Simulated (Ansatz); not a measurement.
Gas-phase electronic energies from Ansatz, PBE0-D4/def2-TZVP geometries. CCSD(T)/CBS adds triple-zeta CCSD(T) − MP2 to the extrapolated MP2 energy (def2 sets, frozen cores). This one scheme is used for every species. DFT in def2-TZVPP. B3LYP here is the variant with VWN-RPA as its local correlation; programs differ in this. For Ge outer-core shells are correlated without core-valence functions, which leaves a few kJ/mol of doubt a bond. Scalar relativity is left out up to krypton. Each species was taken in one conformer, which may not be the lowest.

`CS[Si]O` + `[SH][GeH3]` → `C[S][GeH3]` + `O[Si]S`  (substitution at a C–S bond)

```
          level  ΔE (kcal/mol)
       B3LYP-D4            2.5
        ωB97X-V            2.8
            PBE            3.0
         r2SCAN            3.2
          B3LYP            2.7
CCSD/def2-TZVPP            2.5
  MP2/CBS(def2)            3.0
 CCSD/CBS(def2)            2.5
```

(1) What does CCSD(T)/CBS give? (Best estimate.)

Largest T1 diagnostic among the species: 0.015.

Results:

(1) Computed: +2.7 kcal/mol. The listed levels differ from it by -0.2, 0.1, 0.3, 0.5, 0.0, -0.2, 0.3, -0.2 kcal/mol.
